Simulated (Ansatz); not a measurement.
Program: Ansatz. Geometries: PBE0-D4/def2-TZVP. ΔE: electronic, gas phase. CCSD(T)/CBS adds triple-zeta CCSD(T) − MP2 to the extrapolated MP2 energy (def2 sets, frozen cores). This one scheme is used for every species. DFT in def2-TZVPP. Each species was taken in one conformer, which may not be the lowest.

`[CH3][Al]([Cl])[Cl]` + CH₃SH → `C[S][Al]([Cl])[Cl]` + CH₄  (ligand exchange at the Al–C bond)

`[CH3][Al]([Cl])[Cl]`:

Z-matrix (Å, degrees):
```
C
Al 1 1.928
H 1 1.091 2 111.8
H 1 1.094 2 110.4 3 121.0
H 1 1.094 2 110.4 3 -121.0
Cl 2 2.090 1 121.2 3 -179.9
Cl 2 2.090 1 122.3 3 0.1
```

CH₃SH:

```xyz
6

C     0.413   -0.260   -0.053
S    -1.371    0.015   -0.121
H     0.948    0.419   -0.716
H     0.576   -1.281   -0.398
H     0.793   -0.173    0.964
H    -1.360    1.280    0.325
```

`C[S][Al]([Cl])[Cl]`:

Cartesian coordinates in Å:
```
C -0.935 1.078 0.287
S -1.056 -0.740 0.209
Al 0.940 -1.344 -0.308
Cl 1.352 -3.365 -0.559
Cl 2.475 0.048 -0.552
H -1.373 1.399 1.230
H 0.097 1.421 0.233
H -1.501 1.502 -0.541
```

CH₄:

Z-matrix (Å, degrees):
```
C
H 1 1.090
H 1 1.090 2 109.5
H 1 1.090 2 109.5 3 -120.0
H 1 1.090 2 109.5 3 120.0
```

```json
{"level": "PBE0-D4", "ΔE (kJ/mol)": "-104.7"}
{"level": "CCSD/def2-TZVPP", "ΔE (kJ/mol)": "-100.3"}
```

Task: What does CCSD(T)/CBS give? (An estimate is asked.)

Result: Computed: -105.0 kJ/mol. The listed levels differ from it by 0.3, 4.7 kJ/mol.

Largest T1 diagnostic among the species: 0.009.

Leaving LDA and LC-ωPBE aside and taking each functional with its dispersion term where it has one, the values, not all of them listed here, spread over 7.2 kJ/mol, from BHLYP-D4 to ωB97M-V. The D4 term adds −6.8 kJ/mol with B3LYP and −3.8 kJ/mol with PBE0; it sums over pairs of atoms, weighted by their polarisabilities, and B3LYP, whose exchange is more repulsive, gets the larger term.

B3LYP here is the variant with VWN-RPA as its local correlation; programs differ in this.
